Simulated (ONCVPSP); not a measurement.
Varying the ONCV potential for Fe

Base potential:

```json
{"Element": "Fe", "Generator": "ONCVPSP 4.0.1", "Type": "optimised norm-conserving Vanderbilt (ONCV)", "Functional": "PBEsol", "Relativity": "scalar-relativistic", "Frozen core": "[Ar]", "Valence charge": "8", "Reference configuration": "3d6 4s1.75 4p0.25", "Partial waves": "4s: rc 2.40 bohr, ncon 3, nbas 6, qcut 3.2 1/bohr, 2 projectors, debl 0.9 Ha; 4p: rc 2.95 bohr, ncon 3, nbas 6, qcut 2.3 1/bohr, 2 projectors, debl 2 Ha; 3d: rc 1.60 bohr, ncon 3, nbas 8, qcut 8.6 1/bohr, 2 projectors, debl 1.5 Ha", "Local potential": "polynomial inside 1.00 bohr (lpopt 5, dvloc0 6 Ha)", "Core correction": "Teter function, fcfact 4.25, rcfact 1.05"}
```

Cutoffs, loose and tight: the cutoffs (Ha) at which the residual kinetic energy of the hardest occupied pseudo-wave falls to 1 and 0.1 mHa per electron. They do not see the model core or the augmentation charge, which bear on the density cutoff. Test errors are all-electron minus pseudo excitation energies from the reference, over the configurations 3d6 4s2 4p0; 3d6 4s1 4p0; 3d6 4s0 4p0; 3d6 4s0 4p1. A dash means not determined; rows that change the core or the reference have their own tests. The largest error is taken over the tests solved by every variant that gives reliable tests at all: 3d6 4s0 4p1; 3d6 4s1 4p0; 3d6 4s2 4p0.

A true bound ghost makes a file unfit for plane-wave use even where its test errors are small: the radial tests pick states by their node count and pass the ghost by.

```csv
change,outcome,"cutoff, loose","cutoff, tight",bound ghosts,GHOST(+) flags above zero,largest test error (meV)
base,generated,32 Ha,35 Ha,none,"s, p",+14
"local potential polynomial inside 1.00 bohr (lpopt 5, dvloc0 -0.5 Ha)",generated,32 Ha,35 Ha,s,p,+14
functional PW91,generated,32 Ha,35 Ha,none,"s, p",+20
d: nproj 0; local potential the d channel,generated,32 Ha,35 Ha,s,p,+13
"core correction Teter function, fcfact 1.75, rcfact 1.8",generated,32 Ha,35 Ha,none,"s, p",-32
"core correction Teter function, fcfact 1.3, rcfact 1.05",generated,32 Ha,35 Ha,none,"s, p",+15
"core correction Teter function, fcfact 4.25, rcfact 1.46",generated,32 Ha,35 Ha,none,"s, p",-4.3
```

Q: What comes out with this change to the base: core [Ne], valence charge 16; reference 3s2 3p6 3d6 4s2; waves now 3s+4s: rc 1.40 bohr, ncon 4, nbas 7, qcut 7.2 1/bohr, 3 projectors, debl 3.3 Ha; 3p: rc 1.15 bohr, ncon 4, nbas 7, qcut 12.6 1/bohr, 1 projector; 3d: rc 1.30 bohr, ncon 3, nbas 8, qcut 10.3 1/bohr, 1 projector; local potential polynomial inside 1.10 bohr (lpopt 5, dvloc0 -1 Ha)?

A: outcome: generated; cutoff, loose: 46 Ha; cutoff, tight: 52 Ha; bound ghosts: none; GHOST(+) flags above zero: none; largest test error (meV): -17.
